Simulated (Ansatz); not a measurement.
Basis-set extrapolation for CH7B2FSi (`BCB[SiH2]F`) (PBE0-D4/def2-TZVP geometry, frozen core, Ansatz 0.2.0). Multiplicity 1, RHF reference.

|  | def2-TZVPP | def2-QZVPP |
| --- | --- | --- |
| HF | -479.798224 | -479.816673 |
| MP2 correlation | -0.743134 | -0.800485 |
| CCSD(T) correlation | -0.825311 | not run |

Energies in hartree. Use E(X) = E(∞) + A·exp(−7.88·√X) for Hartree–Fock and E(X) = E(∞) + B·X^(−2.97) for correlation, with X = 3 and 4, and add CCSD(T) minus MP2 of the smaller set to the MP2 limit.

Problem. What is the CCSD(T) energy at the basis-set limit?

Solution. HF limit: -479.816673 + (-0.018449) × 0.13774 = -479.81921. MP2 limit: -0.800485 + (-0.057351) × 0.74074 = -0.84297. Higher-order term: -0.825311 − (-0.743134) = -0.08218. Total: -480.74436 hartree, 75.8 kcal/mol below CCSD(T)/def2-TZVPP.
